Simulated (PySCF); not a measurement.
# What a mistake does to a calculation on AlBFH3N

All numbers below are calculated, not measured. They come from PySCF 2.14.0, an open-source quantum chemistry program, on an isolated molecule that a program drew, which may never have been made. The molecule is AlBFH3N (charge 0, doublet), drawn as the SMILES string `[NH2][AlH][B]F`.

Each row is a Hartree-Fock (HF) and frozen-core CCSD(T) single point in the cc-pV(D+d)Z basis, meant for a local HF minimum. Run 1 is clean. Each other run has one planted mistake out of seven kinds, and not every kind appears here: one electron removed, one electron added, multiplicity raised by two, geometry at a saddle point, minimal basis STO-3G, one bond length entered in bohr, all coordinates scaled. The reference is restricted for singlets and unrestricted otherwise, and also for a bond in bohr. Adding or removing an electron swaps singlet and doublet. Electrons count all cores. HOMO and LUMO are orbital energies over both spins, the gradient is its largest component, and the lowest frequency (negative if imaginary) is given only where the gradient is small. Bond lengths are over the 6 bonds as drawn. T1 is the CCSD diagnostic: over 0.02 (restricted) or 0.045 (unrestricted) a single reference is doubtful.

Geometry of the clean run:
```xyz
7
AlBFH3N, angstrom
N    -0.9983   -0.6986    3.5880
Al   -1.1308   -0.7081    1.8268
B     0.5996   -0.9412    0.6413
F     1.5362   -0.3042   -0.0162
H    -0.1542   -0.6147    4.1224
H    -1.7784   -0.7903    4.2123
H    -2.5554   -0.8508    1.1620
```

| run | electrons | basis functions | <S^2> | HOMO (eV) | LUMO (eV) | gradient (hartree/bohr) | lowest frequency (cm^-1) | mean bond (Å) | longest bond (Å) | T1 | HF (hartree) | CCSD(T) (hartree) | mistake |
|---|---|---|---|---|---|---|---|---|---|---|---|---|---|
| 1 | 37 | 80 | 0.768 | -7.70 | 1.72 | 2.3e-05 | 111 | 1.4618 | 2.110 | 0.0191 | -422.26306 | -422.78957 | no fault |
| 2 | 37 | 80 | 1.792 | -6.66 | 1.31 | 2.1e-02 | - | 1.7237 | 3.338 | 0.0305 | -422.13845 | -422.63602 | one bond length entered in bohr |
| 3 | 37 | 27 | 0.756 | -4.30 | 8.34 | 4.6e-02 | - | 1.4618 | 2.110 | 0.0208 | -416.89720 | -417.05743 | minimal basis STO-3G |
| 4 | 37 | 80 | 0.769 | -8.01 | 1.41 | 4.3e-02 | - | 1.5525 | 2.241 | 0.0212 | -422.24126 | -422.77525 | all coordinates scaled |
| 5 | 37 | 80 | 0.759 | -7.25 | 1.69 | 3.1e-05 | -156 | 1.4473 | 2.038 | 0.0178 | -422.26158 | -422.78888 | ? |
| 6 | 36 | 80 | 0.000 | -15.61 | -5.92 | 8.2e-02 | - | 1.4618 | 2.110 | 0.0229 | -422.01374 | -422.54212 | ? |

**Which mistake was planted in run 5, and what did it cost?**

The gradient is small, so the point is stationary, but the lowest frequency is imaginary (-156 cm^-1). So the mistake is: geometry at a saddle point. Subtracting run 1 and multiplying by 627.51 kcal/mol a hartree, the energy moved by 0.9 kcal/mol in HF and 0.4 kcal/mol in CCSD(T).

**Which mistake was planted in run 6, and what did it cost?**

It counts 36 electrons, one fewer than the clean run, at the same geometry and basis. So the mistake is: one electron removed. Subtracting run 1 and multiplying by 627.51 kcal/mol a hartree, the energy moved by 156.5 kcal/mol in HF and 155.3 kcal/mol in CCSD(T).

Cautions from the logs. Run 6: T1 is over the limit, so its CCSD(T) energy is less reliable.
